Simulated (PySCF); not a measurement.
**NMR problem set**

- σ from GIAO-PBE0/pcSseg-1
- geometry: GFN2-xTB
- code: PySCF
- single conformer, no relativistic terms, no solvent, one averaged value for each set of equivalent atoms

Shifts are taken against calculated references (same method and geometry level): ¹H (σ = 31.72 ppm) and ¹³C (σ = 186.93 ppm) against TMS. Splittings of carbon signals by F and P are missing where no couplings were computed. Where no couplings were computed, multiplicities follow the n + 1 count of equivalent neighbours, and m marks all less simple cases (inequivalent or close neighbours, rings, F or P nearby). Shifts are as computed. Against solution values, carbons near 30 ppm lie about +3 ppm off and those near 130 ppm about +5 ppm. Of 1211 compounds with measured shifts, 218 miss one by over three times the rms of a fit or turn the order of signals round; such compounds aren't used in these exercises.

(1) C5H4F3NO2. ¹H NMR (400 MHz, computed): δ 3.83 (s, 3H), 3.33 (m, 1H). ¹³C{¹H} NMR (computed): δ 130.7 (C), 117.6 (C), 69.9 (C), 61.6 (CH), 56.8 (CH3). Give a structure.

(2) C6H7N3. ¹H NMR (600 MHz, computed): δ 9.67 (s, 1H), 8.12 (m, 1H), 7.13 (m, 1H), 6.19 (m, 1H), 2.70 (s, 3H). ¹³C{¹H} NMR (computed): δ 160.8 (CH), 160.5 (C), 159.8 (C), 134.8 (CH), 132.9 (CH2), 23.7 (CH3). What is it?

(3) C4H9OP. ¹H NMR (500 MHz, computed): δ 6.83 (m, 1H), 6.55 (m, 1H), 6.26 (m, 1H), 1.29 (m, 6H). ¹³C{¹H} NMR (computed): δ 143.3 (CH), 142.5 (CH2), 20.9 (CH3). Identify the compound.

## Answers

(1) `InChI=1S/C5H4F3NO2/c1-10-4(2-9)3(11-4)5(6,7)8/h3H,1H3/t3-,4+/m1/s1`. The formula gives 3 degrees of unsaturation (1 ring in the answer). 5 carbon signals for 5 carbons: no two carbons are equivalent. Carbon types of the structure: 3 × C, 1 × CH, 1 × CH3, which accounts for all hydrogens. δC 130.7: CF3 carbon; 3 electronegative neighbours deshield it. δC 117.6: nitrile carbon; typical of a nitrile. δC 69.9, 61.6: epoxide ring carbon. δH 3.33: hydrogen on an epoxide ring carbon; its carbon carries O, an electronegative neighbour.

The shifts were computed for this structure.

(2) `C=Cc1nncnc1C`. Rings plus π bonds: 5 (1 ring in the answer). 6 carbon signals for 6 carbons: no two carbons are equivalent. Carbon types of the structure: 2 × C, 2 × CH, 1 × CH2, 1 × CH3, which accounts for all hydrogens. δC 160.5, 159.8: substituted aromatic carbon next to a ring nitrogen. δC 134.8: alkene CH; as expected for a trigonal carbon in a double bond. δC 132.9: terminal =CH2 carbon; the olefinic region. δH 9.67: hydrogen on an aromatic CH between two ring heteroatoms; it sits in the deshielding region of the aromatic ring current.

The data come from this structure; uniqueness wasn't tested.

(3) SMILES C(=C)P(C)(C)=O. 3 carbon signals for 4 carbons: some carbons are equivalent by symmetry or fast rotation. Carbon types of the structure: 1 × CH, 1 × CH2, 2 × CH3, which accounts for all hydrogens. δC 143.3: alkene CH; an sp2 carbon of a C=C bond. δC 142.5: terminal =CH2 carbon; an sp2 carbon of a C=C bond. δH 6.83, 6.55: hydrogen on a terminal =CH2 carbon; olefinic region. δH 6.26: hydrogen on an alkene CH; olefinic region.

This is the structure that produced the data.
